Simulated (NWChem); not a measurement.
Species: CH$_{3}$Si cation, singlet

```xyz
5

C      0.0000     0.0000     1.0733
Si     0.0000     0.0000    -0.7501
H     -0.5142    -0.9068     1.4822
H     -0.5282     0.8987     1.4822
H      1.0424     0.0081     1.4822
```
Atoms are numbered in this order, from 1.

Level: PBE-D3(BJ)/def2-SVP (NWChem), optimised geometry, unscaled harmonic frequencies. Low-valent species are run as closed-shell singlets; no triplet was tried in these runs.

List the harmonic frequencies with IR intensities, and the thermochemistry.


| frequency (cm⁻¹) | IR intensity (km/mol) |
|---|---|
| 419 | 0.8 |
| 419 | 0.8 |
| 746 | 57.7 |
| 1174 | 121.3 |
| 1259 | 48.7 |
| 1259 | 48.7 |
| 2894 | 109.0 |
| 2988 | 36.5 |
| 2988 | 36.5 |

```json
{
  "zero_point_energy": "20.2 kcal/mol",
  "thermal correction to the enthalpy at 298.15 K (with zero-point energy)": "23.0 kcal/mol",
  "heat capacity Cv": "10.1 cal/(mol K)",
  "entropy at 298.15 K and 1 atm (symmetry number 3)": "57.1 cal/(mol K)"
}
```

Rigid rotor and harmonic oscillator.
